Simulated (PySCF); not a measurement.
**C₆ coefficients of unlike pairs at PBE**

Calculated with PySCF 2.14 from the dipole response of each species, C₆(A,B) = (3/π) ∫ α_A(iu) α_B(iu) du, in atomic units, from isotropic polarisabilities. For ions this is the dispersion term alone; charge-induced terms of lower order in 1/R come first.

```json
{"species": "Se", "configuration": "[Ar] 3d10 4s2 4p4 (3P)", "basis": "def2-QZVPPD (12s8p5d4f1g)", "relativity": "none", "α (bohr³)": "27.67", "C₆ (like pair)": "232.9"}
{"species": "Ga⁺", "configuration": "[Ar] 3d10 4s2 (1S)", "basis": "aug-cc-pVQZ-PP with one added diffuse shell each of s, p, d, f, g type with ECP10MDF (8s7p6d4f3g)", "relativity": "core potential", "α (bohr³)": "17.61", "C₆ (like pair)": "87.70"}
{"species": "Ca²⁺", "configuration": "[Ar] (1S)", "basis": "aug-cc-pVQZ-X2C (8s7p5d3f2g)", "relativity": "spin-free X2C", "α (bohr³)": "3.236", "C₆ (like pair)": "10.27"}
{"species": "Br⁺", "configuration": "[Ar] 3d10 4s2 4p4 (3P)", "basis": "aug-cc-pVQZ-PP with one added diffuse shell each of s, p, d, f, g type with ECP10MDF (8s7p6d4f3g)", "relativity": "core potential", "α (bohr³)": "12.84", "C₆ (like pair)": "79.76"}
```

Problem. Estimate C₆ for Ca²⁺ with Ga⁺.

Solution. The integral gives 26.03. The combination rule 2 C_A C_B / (C_A α_B/α_A + C_B α_A/α_B) gives 25.02 and the geometric mean 30.01.

No spin-orbit coupling is included.

The other pairs:

```
     pair     C₆
  Ga⁺, Se  142.8
 Ca²⁺, Se  43.05
  Br⁺, Se  133.7
 Br⁺, Ga⁺  81.40
Br⁺, Ca²⁺  27.18
```
